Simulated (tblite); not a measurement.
Species: C10H7O2 (charge -1).
Structure used (GFN2-xTB), in Å, numbered top down from 1:
```
atom  x, y, z in Å
C1    -3.1906    0.1197    0.3388
C2    -2.0690   -0.7927   -0.1446
O3    -2.3577   -1.9032   -0.5837
C4    -0.7030   -0.2985   -0.0620
C5    -0.3886    0.9536    0.4324
C6     0.9512    1.5265    0.5497
O7     1.1402    2.6767    1.0108
C8     1.9013    0.6057    0.0799
C9     1.5834   -0.6828   -0.4292
C10    0.3378   -1.1795   -0.5243
C11    3.0596   -0.9177   -0.6599
C12    3.3407    0.3084   -0.1732
H13   -3.1988    1.0434   -0.2355
H14   -3.0524    0.3624    1.3900
H15   -4.1429   -0.3926    0.2099
H16   -1.1795    1.6070    0.7778
H17    0.0729   -2.1534   -0.9078
H18    3.6343   -1.7381   -1.0535
H19    4.2514    0.8643   -0.0231
```

Computed with GFN2-xTB (tblite): harmonic, unscaled wavenumbers at the GFN2-xTB geometry, gas phase. Against measured fundamentals such values can be off by several per cent, at times by over 20. One conformer, not necessarily the lowest.

Harmonic wavenumbers (cm⁻¹): 45.8, 98.2, 161.1, 180.0, 189.7, 232.6, 273.2, 309.9, 337.7, 400.8, 465.7, 480.4, 571.3, 577.8, 608.1, 621.2, 672.4, 676.1, 685.9, 791.8, 824.7, 827.1, 841.9, 903.1, 975.1, 978.9, 984.7, 1006.5, 1048.1, 1095.0, 1147.3, 1184.5, 1232.9, 1259.3, 1357.3, 1364.3, 1445.0, 1477.6, 1482.1, 1483.1, 1543.0, 1630.9, 1659.8, 1697.8, 3021.5, 3021.7, 3024.2, 3057.6, 3065.8, 3075.0, 3086.8.

A = 1776, B = 704.2, C = 505.9 MHz; mass 159.045 u (most abundant isotopes); point group Cs, symmetry number 1.

**Question.** Zero-point energy?

**Answer.** ½Σν̃ = 29591 cm⁻¹ = 353.99 kJ/mol.

**Question.** Give the ideal-gas entropy at 273.15 K and 1 bar in the rigid-rotor, harmonic-oscillator model (classical rotation).

**Answer.** Translation 170.26, rotation 126.97, vibration 107.71: S = 404.9 J/(mol K).

**Question.** And Cp and H(273.15 K) − H(0)?

**Answer.** Cp = 162.75 J/(mol K), of which vibrations give 129.49 (their classical limit is 51 R = 424.0); H(273.15 K) − H(0) = 25.68 kJ/mol without the zero-point energy, 16.60 from vibrations.

**Question.** Which modes carry the vibrational entropy at 273.15 K?

**Answer.** 45.8 cm⁻¹: 20.16; 98.2 cm⁻¹: 13.89; 161.1 cm⁻¹: 9.92; 180.0 cm⁻¹: 9.06; 189.7 cm⁻¹: 8.66; 232.6 cm⁻¹: 7.13 J/(mol K); the other 45 give 38.90 together.

**Question.** How do the functions run with temperature in this model?

**Answer.** 
| T (K) | S (J/(mol K)) | Cp (J/(mol K)) | H − H(0) (kJ/mol) | G − H(0) (kJ/mol) | ln q(vib) |
| --- | --- | --- | --- | --- | --- |
| 50 | 250.4 | 49.8 | 1.98 | -10.54 | 0.39 |
| 100 | 292.8 | 75.3 | 5.11 | -24.17 | 1.34 |
| 298.15 | 419.7 | 175.1 | 29.91 | -95.23 | 6.32 |
| 373.15 | 462.9 | 209.9 | 44.37 | -128.34 | 8.37 |
| 500 | 531.4 | 258.7 | 74.23 | -191.46 | 11.89 |
| 750 | 649.6 | 322.9 | 147.65 | -339.54 | 18.66 |
| 1000 | 748.2 | 361.8 | 233.61 | -514.63 | 24.96 |

q(vib) and H(0) count from the zero-point level.

Hindered rotation and anharmonicity are outside this model. Other conformers, if any are populated, would add a mixing term that is left out.
